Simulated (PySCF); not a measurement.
GaPb⁺ from Hartree–Fock to correlated methods

State: ³Π (triplet), unpaired electrons σ ↑, π ↑. Set-up: Ga cc-pVDZ-PP with ECP10, Pb cc-pVDZ-PP with ECP60; scalar-relativistic core potentials (PySCF 2.14). De refers to Ga⁺ + Pb in their high-spin ground configurations, without counterpoise correction. The functionals are run spin-unrestricted. A positive dipole points towards Pb; it is taken about the centre of mass and depends on that origin. Levels whose curve was spin-contaminated or gave no clean fit are not listed.

| Level | Re (Å) | ωe (cm⁻¹) | De (eV) | μ (D) |
| --- | --- | --- | --- | --- |
| UHF | 3.304 | 81.2 | n/a | -5.18 |
| UHF-MP2 | 3.162 | 92.4 | n/a | n/a |
| UHF-SCS-MP2 | 3.200 | 88.6 | n/a | n/a |
| PBE | 3.148 | 93.2 | n/a | -3.55 |
| r²SCAN | 3.104 | 97.6 | n/a | -3.54 |
| M06-L | 3.153 | 94.7 | n/a | -3.53 |
| PBE0 | 3.119 | 95.9 | n/a | -3.83 |
| BHandHLYP | 3.172 | 90.4 | n/a | -4.30 |
| M06-2X | 3.171 | 93.1 | n/a | -4.64 |
| ωB97X | 3.103 | 103 | n/a | -3.99 |

Task: What does a quarter of exact exchange do here, going from PBE to PBE0?

Result: PBE0 less PBE: -2.9 pm in Re, +2.9 % in ωe. Exact exchange removes part of the self-interaction that spreads semilocal densities, and in most molecules shortens and stiffens the bond and lowers De; so it does here.

Task: What does the step from GGA to meta-GGA do here, going from PBE to r²SCAN?

Result: r²SCAN less PBE: -4.4 pm in Re, +4.7 % in ωe. 

Correlated steps freeze 8 core orbitals. Spin–orbit coupling is left out, which matters for elements this heavy, above all for dissociation energies. The state is the lowest determinant that a PBE0 search found; another state may lie lower at other levels.
